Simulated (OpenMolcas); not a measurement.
An OpenMolcas run meant for Pm4+ (ANO-R3, X2C; inactive shells 1s 2s 2p 3s 3p 3d 4s 4p 4d 5s 5p; intended active space 3 electrons in 7 orbitals (4f)). One step of its input:

```
&CASPT2
Multistate=30 1 2 3 4 5 6 7 8 9 10 11 12 13 14 15 16 17 18 19 20 21 22
23 24 25 26 27 28 29 30
Frozen=14 9
IPEA=0.25
Imaginary=0.1
MaxIter=60
WThr=0.0 0.3 0.05
PrWF=0.5
NoMix
Shift=0.2
Sig2=0.3
```

Lines from the output:

```
-----------------------------------------------------------------------------------------
++ ---------   Input file   ---------
>>> COPY JOB001 $Project.JobIph
&CASPT2
Multistate=30 1 2 3 4 5 6 7 8 9 10 11 12 13 14 15 16 17 18 19 20 21 22
23 24 25 26 27 28 29 30
Frozen=14 9
IPEA=0.25
Imaginary=0.1
MaxIter=60
WThr=0.0 0.3 0.05
PrWF=0.5
NoMix
Shift=0.2
Sig2=0.3
-- ----------------------------------
>>> COPY JOB001 a.JobIph
*** symbolic link created: INPORB -> a.RasOrb
--- Start Module: caspt2 at  ---
()()()()()()()()()()()()()()()()()()()()()()()()()()()()()()()()()()()()()()()()()()()()()()()()()()
                                              &CASPT2
                                   only a single process is used
                       available to each process: 2.3 GB of memory, 1 thread
()()()()()()()()()()()()()()()()()()()()()()()()()()()()()()()()()()()()()()()()()()()()()()()()()()
 ###    ERROR: More than one intruder-state removal technique                ###
 ###    active: SHIFt/IMAGinary/SIG1/SIG2 are mutually exclusive!            ###
--- Stop Module: caspt2 at  /rc=_RC_INPUT_ERROR_ ---
.####################.
.# User input error #.
.####################.
```

Task: What is wrong with the input?

Result: More than one intruder-state remedy is switched on.
